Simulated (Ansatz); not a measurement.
CCl₂FNSn, SMILES `N#[C][Sn]([F])([Cl])[Cl]` from Hartree–Fock to CCSD(T)

```xyz
6

N    -1.8122   -1.3649    1.4833
C    -1.0272   -0.8038    0.8555
Sn    0.3674    0.2436   -0.2818
F     1.9479   -0.7922   -0.2884
Cl    0.8540    2.2523    0.6662
Cl   -0.3299    0.4650   -2.4348
```

Charge 0, multiplicity 1. Correlated methods include outer-core shells of Sn, which these sets cover unevenly. Sn: def2 effective core potential. The geometry is a stationary point of PBE0-D4/def2-TZVP. Frozen core, restricted reference, the Gaussian-basis code of Ansatz.

| basis | HF (Eh) | MP2 corr. |
| --- | --- | --- |
| def2-SVP | -1323.75608 | -0.82501 |
| def2-TZVPP | -1324.33028 | -1.26305 |
| def2-QZVPP | -1324.36771 | -1.56234 |

Question: Estimate the CCSD correlation energy and the (T) correction in each basis where they were run (hartree).

Answer: 
```
     basis  CCSD corr.       (T)
  def2-SVP    -0.85358  -0.02523
def2-TZVPP    -1.28150  -0.05398
```
